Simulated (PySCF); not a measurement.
**What each rung costs, and what it gives**

Saddle point of GaH$_{2}$F, singlet (GaH₂F ([F][GaH2]) → GaH + HF; bonds formed: F2–H3; bonds broken: Ga1–F2, Ga1–H3), PBE0-D4/def2-TZVP structure:

```
atom    x (Å)    y (Å)    z (Å)
 Ga1  -0.5399   0.4019   0.1014
  F2   0.9799  -0.8274  -0.4990
  H3   0.0005  -0.3846  -1.2339
  H4  -0.4405   0.8101   1.6316
```

Barriers are electronic and count from the start structure reached by relaxing down the imaginary mode.

PySCF 2.14 with density fitting (its default auxiliary sets; JK sets also for MP2 and CCSD(T)); basis: as named in each row; cores frozen in the correlated methods. Filled d shells of the heavier atoms are correlated. The def2 sets are not built for correlating such inner shells, so the correlated values are less sure here. B3LYP uses VWN-RPA correlation. Extrapolation: Hartree–Fock as exp(−7.88 √X), correlation as X^−2.97.

Times are rough, for one single point on 4 threads of a shared host (Arm Neoverse V1).

The estimate by CCSD(T) at an estimated basis limit (MP2 extrapolated from triple and quadruple zeta, plus CCSD(T) − MP2 in triple zeta) is 247.7 kJ/mol.

| method | basis | time (s) | barrier (kJ/mol) | method less estimate |
| --- | --- | --- | --- | --- |
| HF | STO-3G | under 1 | 444.3 | 196.5 |
| B3LYP-D4 | 6-31G | 2 | 237.7 | -10.0 |
| MP2 | def2-QZVPP | 2 | 256.0 | 8.3 |
| PBE0-D4 | def2-SVP | 2 | 238.1 | -9.6 |
| PBE-D4 | def2-SVP | 2 | 203.8 | -43.9 |
| SPW92 | def2-TZVPP | 3 | 194.2 | -53.5 |
| PBE0-D4 | def2-TZVPP | 3 | 235.7 | -12.0 |
| BHLYP-D4 | def2-TZVPP | 3 | 268.8 | 21.1 |
| B3LYP-D4 | def2-TZVPP | 3 | 230.9 | -16.8 |
| PBE-D4 | def2-TZVPP | 4 | 202.2 | -45.5 |
| CCSD(T) | def2-SVP | 4 | 268.2 | 20.5 |
| r2SCAN-D4 | def2-TZVPP | 6 | 231.9 | -15.9 |
| wB97M-V | def2-TZVPP | 42 | 245.8 | -1.9 |
| CCSD(T) | def2-TZVPP | 49 | 258.4 | 10.7 |

All methods are single points on the PBE0-D4 structures.

T1 diagnostic: at most 0.019. The restricted Hartree–Fock reference is unstable towards an unrestricted one at one or more of these structures.

Labels in which every atom is bracketed show which atoms are joined, not bond orders.
